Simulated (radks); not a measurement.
Values are calculated unless marked as measured or tabulated.
Task: Species: Er LXIII. Configuration: [He] 2s2 2p2 (the NIST ground configuration). Code: a radial shooting solver on a logarithmic mesh with Libxc functionals. Model: non-relativistic Kohn-Sham, PBE, spin-polarised, spherical densities, point nucleus; open shells are filled with parallel spins first (spin-orbit coupling, left out, can overturn this in heavy ions); relativity is left out, which matters for an element this heavy. Some entries of the table are withheld. Estimate them.

orbital  occ.  eigenvalue (hartree)  <r^2> (bohr^2)
1s up       1             -2196.290       0.0006607
1s down     1             -2195.034       0.0006599
2s up       1                   (1)        0.009665
2s down     1                   (2)        0.009704
2p up       2                   (3)        0.007051
2p down     0                   (4)        0.007086

Result: 
(1) 2s up eigenvalue (hartree): -518.4300
(2) 2s down eigenvalue (hartree): -516.3094
(3) 2p up eigenvalue (hartree): -510.9562
(4) 2p down eigenvalue (hartree): -508.3285
